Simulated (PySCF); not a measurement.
Zinc: highly charged ions in a basis for the neutral atom

Zn²⁰⁺ [Ne], Zn²¹⁺ [He] 2s2 2p5. Calculation: PySCF 2.14, in cc-pVTZ-DK; scalar relativity by spin-free X2C-1e. No spin-orbit coupling, so a gap to NIST mixes the basis error with missing relativistic terms.

Changed run: basis of the neutral atom used for a highly charged ion. This setting is unsound on purpose.

```csv
species,method,sound run (hartree),changed run (hartree),converged
Zn²⁰⁺,UHF,not run,-1568.22569,yes
Zn²⁰⁺,B3LYP,not run,-1568.49398,yes
Zn²⁰⁺,LDA,not run,-1565.41626,yes
Zn²¹⁺,UHF,not run,-1500.01520,yes
Zn²¹⁺,B3LYP,not run,-1500.25819,yes
Zn²¹⁺,LDA,not run,-1497.21105,yes
```

Ionisation energy of Zn²⁰⁺:

```
method  changed run (eV)   NIST (eV)
   UHF            1856.1  1846.8 ± 1
 B3LYP            1856.8  1846.8 ± 1
   LDA            1856.0  1846.8 ± 1
```

The contracted functions were made for the neutral atom and can be too rigid for a highly charged ion.
